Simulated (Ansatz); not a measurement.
SiMo2 (the lowest singlet isomer of a short search) was relaxed with r2SCAN-D4 (def2-TZVP) in Ansatz in these states: neutral quintet, neutral triplet. The geometries follow in no particular order.

In the def2 sets Mo takes a core potential; there is no spin–orbit coupling.

A:

Cartesian coordinates in Å:
```
Mo -0.2210 1.2251 0.2786
Mo 1.1961 -0.1707 -0.4119
Si -0.9750 -1.0544 0.1332
```

B:

```xyz
3

Mo    0.636   -0.287    1.113
Mo   -0.557   -0.997   -0.649
Si   -0.078    1.285   -0.465
```

Q: Judge from the bond lengths which geometry belongs to which state (an estimate).

A: A is the neutral triplet (Mo1–Mo2 2.105 Å, Mo2–Si3 2.407 Å, Mo1–Si3 2.405 Å); B is the neutral quintet (Mo1–Mo2 2.243 Å, Mo2–Si3 2.339 Å, Mo1–Si3 2.339 Å).

At r2SCAN-D4/def2-TZVP the charge 0 quintet is spin-contaminated (final ⟨S²⟩ up to 6.26, 6.00 for a pure state). At PBE0-D4/def2-TZVP a broken-symmetry singlet lies 0.87 eV below the neutral triplet. At PBE0-D4/def2-TZVP a broken-symmetry singlet lies 1.31 eV below the neutral quintet. These are the stationary points nearest to one start from a short search; other shapes may lie lower in each state.
